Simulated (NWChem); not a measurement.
Species: GeSiH$_{5}$OF; SMILES [SiH2](F)[O][GeH3]

```xyz
9

Si    -0.4412     1.7747    -0.0612
F      1.0810     2.2378     0.2644
O     -0.6402     0.2043     0.3545
Ge     0.1095    -1.3696    -0.0346
H     -0.6357     1.9791    -1.5230
H     -1.3581     2.6011     0.7614
H      1.2669    -1.5968     0.9487
H     -1.0022    -2.4114     0.1435
H      0.6117    -1.3217    -1.4894
```
Atoms are numbered in this order, from 1.

Program: NWChem. Coordinates come from a PBE0/def2-SVP optimisation. Vzz is the largest principal value of the second derivative of the potential at the nucleus (NWChem prints the opposite sign); η is the asymmetry. Non-relativistic.

Task: Predict the results for PBE/def2-SVP. Quantities: Vzz O3 (a.u.); η O3; Vzz Ge4 (a.u.); η Ge4.

Result: 
```
Property        Value
--------------  -----
Vzz O3 (a.u.)   1.090
η O3             0.29
Vzz Ge4 (a.u.)  1.618
η Ge4            0.04
```
